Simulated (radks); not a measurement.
Results of a calculation; reference values are marked as such.
Question: The bismuth ion Bi3+, configuration [Hg] (the NIST ground configuration). Code: a radial shooting solver on a logarithmic mesh with Libxc functionals. Model: non-relativistic Kohn-Sham, PBE, spin-polarised, spherical densities, point nucleus; relativity is left out, which matters for an element this heavy. Some entries of the table are withheld. Estimate them.

| orbital | occ. | eigenvalue (hartree) | <1/r> (bohr^-1) | <r^2> (bohr^2) |
|---|---|---|---|---|
| 1s | 2 | -2978.550 | 82.45 | 0.0004442 |
| 2s | 2 | (1) | (2) | 0.006880 |
| 2p | 6 | -485.8421 | 19.49 | 0.005068 |
| 3s | 2 | -121.6819 | (3) | 0.04222 |
| 3p | 6 | -112.9116 | 7.535 | 0.03875 |
| 3d | 10 | -96.54158 | 7.473 | 0.02967 |
| 4s | 2 | (4) | (5) | 0.1983 |
| 4p | 6 | -24.25371 | 3.265 | 0.2019 |
| 4d | 10 | -17.09896 | 3.093 | 0.2082 |
| 4f | 14 | -7.37869 | 2.791 | 0.2215 |
| 5s | 2 | (6) | 1.443 | 0.9570 |
| 5p | 6 | -4.29515 | 1.340 | 1.098 |
| 5d | 10 | -2.13192 | 1.087 | 1.653 |
| 6s | 2 | -1.30269 | 0.5678 | 5.552 |

Answer: 
(1) 2s eigenvalue (hartree): -504.2219
(2) 2s <1/r> (bohr^-1): 19.45
(3) 3s <1/r> (bohr^-1): 7.577
(4) 4s eigenvalue (hartree): -28.12487
(5) 4s <1/r> (bohr^-1): 3.349
(6) 5s eigenvalue (hartree): -5.61589
